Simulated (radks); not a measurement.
Si II, 13 electrons, occupied as [Ne] 3s1.5 3p1.5 (fractional occupations, a model configuration).

Method: scalar-relativistic Kohn-Sham, SCAN, spin-unpolarised, spherical densities, finite nucleus; meta-GGA in the generalised Kohn-Sham scheme; Fermi nuclear charge, rms radius 3.1224 fm; computed with a radial shooting solver on a logarithmic mesh with Libxc functionals.

Energy parts (eV):
total: -7879.284
kinetic: 7899.572
electron-nucleus: -18682.846
Hartree: 3463.118
exchange-correlation: -559.129

Orbitals (lengths in bohr, moments of r in powers of bohr):
| orbital | occ. | eigenvalue (eV) | <r> |
|---|---|---|---|
| 1s | 2 | -1807.903 | 0.1113 |
| 2s | 2 | -154.0354 | 0.5650 |
| 2p | 6 | -108.1842 | 0.5355 |
| 3s | 1.5 | -19.7489 | 2.072 |
| 3p | 1.5 | -11.9298 | 2.435 |

The highest occupied level is 3p at -11.930 eV. The density falls to 0.001 e/bohr^3 at r = 4.00 bohr.
